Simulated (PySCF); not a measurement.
CH2O3, SMILES O=C(O)O.

The structure is a stationary point at B3LYP-D3(BJ)/def2-SVP. One conformer was computed; it need not be the lowest.

Two levels are set side by side: PBE/def2-TZVPD (PySCF) and M06-2X/def2-TZVPD (PySCF). Same geometry, gas phase. Differences are taken from unrounded values.

```tsv
quantity	M06-2X
orbital gap (eV)	10.49
highest occupied level (eV)	-10.61
lowest empty level (eV)	-0.12
dipole moment (D)	0.27
mean polarisability (bohr³)	25.9
```

Q: What does PBE give, and how far is it from M06-2X? (The exact figures need the calculation; the answer reports its results.)

A: 
```json
[
 {"quantity": "orbital gap (eV)", "PBE": "6.09", "PBE minus M06-2X": "-4.40"},
 {"quantity": "highest occupied level (eV)", "PBE": "-7.04", "PBE minus M06-2X": "3.57"},
 {"quantity": "lowest empty level (eV)", "PBE": "-0.95", "PBE minus M06-2X": "-0.83"},
 {"quantity": "dipole moment (D)", "PBE": "0.33", "PBE minus M06-2X": "0.06"},
 {"quantity": "mean polarisability (bohr³)", "PBE": "27.9", "PBE minus M06-2X": "2.1"}
]
```

PBE's occupied levels lie high since its potential decays too fast outside the molecule; exact exchange lowers them and widens the gap. Loosely held outer electrons make PBE densities more polarisable. Differences between two approximate levels are no errors against the true value.

Rough cost on one machine, each run with all the roots and properties that it gave: M06-2X against PBE about 5 times.
